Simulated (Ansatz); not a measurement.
cis-VF2(H2O)4 (VO4F2H8). Charge 0, multiplicity 4. Geometry PBE-D4/def2-SVP.

| atom | x (Å) | y (Å) | z (Å) |
| --- | --- | --- | --- |
| F1 | 1.109 | -1.146 | 1.230 |
| F2 | -1.935 | -0.345 | 0.439 |
| O3 | -1.260 | 1.149 | -1.417 |
| O4 | 2.141 | 0.443 | -0.365 |
| O5 | 0.456 | -1.866 | -1.032 |
| O6 | -0.655 | 1.509 | 1.433 |
| V7 | 0.009 | 0.016 | -0.018 |
| H8 | -1.301 | 2.074 | -1.106 |
| H9 | -1.964 | 0.674 | -0.874 |
| H10 | 2.422 | -0.050 | -1.160 |
| H11 | 2.208 | -0.234 | 0.381 |
| H12 | -0.370 | -2.381 | -1.097 |
| H13 | 0.807 | -2.044 | -0.097 |
| H14 | -0.218 | 1.320 | 2.285 |
| H15 | -1.451 | 0.881 | 1.399 |

No other spin state of charge 0 was run. Another isomer (quartet) lies 0.09 eV lower at LDA (SPW92)/def2-TZVP; other spin states weren't run for this one.

(1) Estimate the α-spin orbital energies around the gap (eV) in Ansatz with HF/def2-TZVP, LDA (SPW92)/def2-TZVP, PBE-D4/def2-SVP, PBE-D4/def2-TZVP, PBE0-D4/def2-TZVP.

## Answers

(1) 
```
orbital  HF/def2-TZVP  LDA (SPW92)/def2-TZVP  PBE-D4/def2-SVP  PBE-D4/def2-TZVP  PBE0-D4/def2-TZVP
 HOMO−9        -15.38                  -9.08            -8.20             -8.73             -10.53
 HOMO−8        -15.28                  -8.83            -8.00             -8.54             -10.39
 HOMO−7        -15.12                  -8.71            -7.81             -8.37             -10.20
 HOMO−6        -14.85                  -8.41            -7.50             -8.09              -9.93
 HOMO−5        -14.53                  -8.12            -7.27             -7.81              -9.63
 HOMO−4        -14.52                  -8.04            -7.18             -7.75              -9.59
 HOMO−3        -14.49                  -8.03            -7.16             -7.73              -9.58
 HOMO−2        -11.28                  -3.41            -2.79             -3.31              -5.43
 HOMO−1        -11.10                  -3.21            -2.60             -3.13              -5.28
   HOMO        -11.08                  -3.21            -2.57             -3.11              -5.23
   LUMO          1.95                  -1.53            -0.88             -1.18              -0.34
 LUMO+1          3.81                  -1.27            -0.40             -0.91               0.86
 LUMO+2          4.17                  -1.22            -0.19             -0.76               0.88
 LUMO+3          4.25                  -0.12             0.72              0.06               1.21
 LUMO+4          5.96                   0.29             1.16              0.45               1.46
 LUMO+5          6.16                   0.48             1.37              0.62               1.61
 β HOMO        -14.42                  -8.00            -7.13             -7.70              -9.53
 β LUMO          1.95                  -1.54            -0.95             -1.24              -0.38
```
